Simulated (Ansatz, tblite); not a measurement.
Cost and result up the ladder for Mo(OH)4 (MoO4H4) (9 atoms). The state is a triplet with charge 0. Geometry: r2SCAN-D4/def2-SVP.

Cartesian coordinates in Å:
```
Mo -0.143 -0.250 0.214
O -1.939 -0.355 -0.377
H -2.097 0.094 -1.226
O 0.722 -1.913 0.291
H 1.350 -2.286 -0.343
O 0.279 0.914 -1.255
H 0.872 1.629 -0.967
O 0.570 1.109 1.357
H 0.385 1.058 2.306
```

Ansatz on 4 threads of Intel Xeon Platinum 8259CL on a shared host; xTB runs through tblite on one thread. Times are rough, summed over both states, and most runs start from the orbitals of an earlier one. No level here is sound enough to serve as a yardstick. The other state is a singlet at its own geometry.

In the def2 sets Mo takes a core potential; there is no spin–orbit coupling. The xTB rows come from tblite. B3LYP takes the VWN-RPA correlation.

xTB has no spin-polarisation term.

| level | functions | singlet − triplet (eV) | remarks |
| --- | --- | --- | --- |
| r2SCAN-D4/def2-TZVP | 188 | 0.50 | restricted singlet, untested (singlet) |
| PBE-D4/def2-TZVP | 188 | 0.23 | restricted singlet, untested (singlet) |
| GFN2-xTB | 29 | -0.34 | – |
| B3LYP-D4/def2-TZVP | 188 | 0.32 | restricted singlet, untested (singlet) |
| GFN1-xTB | 33 | -0.73 | – |
| PBE0-D4/def2-TZVP | 188 | 0.43 | restricted singlet, untested (singlet) |
| LDA (SPW92)/def2-TZVP (with forces) | 188 | -0.01 | restricted singlet, untested (singlet) |

(1) Estimate how long each takes.

Answers

(1) GFN2-xTB 0.018 s; GFN1-xTB 0.041 s; LDA (SPW92)/def2-TZVP (with forces) 3.2 s; PBE-D4/def2-TZVP 5.3 s; B3LYP-D4/def2-TZVP 7.2 s; PBE0-D4/def2-TZVP 7.4 s; r2SCAN-D4/def2-TZVP 8 s. On shared hardware such times vary by a factor of up to 3.
